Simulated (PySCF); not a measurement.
Compound: C7H10O3.
SMILES with atom numbers: `[CH3:1][O:2][C:3]1=[CH:4][C@@H:5]([O:6][CH3:7])[CH:8]=[CH:9][O:10]1`

Definitions: NICS(0) = −σiso at the ring centroid; NICS(1) = −σiso and NICS(1)zz = −σzz at ±1 Å along the ring normal z. Level: GIAO PBE0/pcSseg-1 (PySCF, non-relativistic, gas phase) on the GFN2-xTB geometry, one conformer.

Ring bond lengths (Å), with Mayer bond orders in brackets: C3–C4 1.333 (1.72), C4–C5 1.502 (1.02), C5–C8 1.500 (1.05), C8–C9 1.324 (1.84), C9–O10 1.361 (0.99), O10–C3 1.362 (0.98).

**Question.** Give the NICS values of each ring in ppm.

**Answer.** 
```tsv
ring	type	NICS(0)	NICS(1), two faces	NICS(1)zz, two faces	rms pucker (Å)	centre to ring atoms, mean (Å)
C3–C4–C5–C8–C9–O10	6-membered ring with O; formal bonds 2 double, 4 single	-1.5	-3.7 / -1.7	-3.4 / 1.1	0.05	1.39
```

**Question.** What do they say, and how far can they be read as aromaticity?

**Answer.** 
- C3–C4–C5–C8–C9–O10: mean NICS(1)zz -1.1 ppm, near zero. C5 has four or more neighbours, so the value isn't read as a sign of a π ring current. The two faces differ by 4.5 ppm, so no symmetry operation interchanges them.

**Question.** List the ring angles and the Hirshfeld charges of the ring atoms.

**Answer.** 
- C3–C4–C5–C8–C9–O10: C3 124.4° (+0.141 e), C4 122.1° (-0.131 e), C5 109.0° (+0.033 e), C8 122.0° (-0.078 e), C9 125.1° (+0.025 e), O10 116.1° (-0.073 e); sum 718.8° against 720° for a flat convex ring.

**Question.** How shielded are the nuclei of the rings and their hydrogens (means over atoms taken as equivalent)?

**Answer.** 
| atoms | environment | σ isotropic (ppm) | principal values of the symmetric part, first atom (ppm) |
| --- | --- | --- | --- |
| C3 | vinylic carbon bearing oxygen | 21.9 | -68.3, 55.2, 78.9 |
| C4 | alkene CH carbon | 108.9 | 36.5, 124.2, 166.1 |
| C5 | sp3 carbon bound to oxygen | 113.6 | 85.3, 87.7, 167.8 |
| C8 | alkene CH carbon | 74.7 | -29.5, 93.9, 159.7 |
| C9 | vinylic carbon bearing oxygen | 39.7 | -56.4, 70.5, 105.0 |
| O10 | cyclic ether oxygen | 150.0 | 49.7, 94.8, 305.5 |
| H on C4 | vinylic hydrogen | 26.87 | 22.5, 27.4, 30.6 |
| H on C5 | methine hydrogen | 27.13 | 24.2, 26.5, 30.8 |
| H on C8 | vinylic hydrogen | 26.36 | 24.0, 27.0, 28.1 |
| H on C9 | vinylic hydrogen | 25.05 | 21.4, 26.5, 27.3 |

Conformer computed: `[CH3:1][O:2][C:3]1=[CH:4][C@@H:5]([O:6][CH3:7])[CH:8]=[CH:9][O:10]1`: C1–O2–C3–C4 174°, C4–C5–O6–C7 -71°.
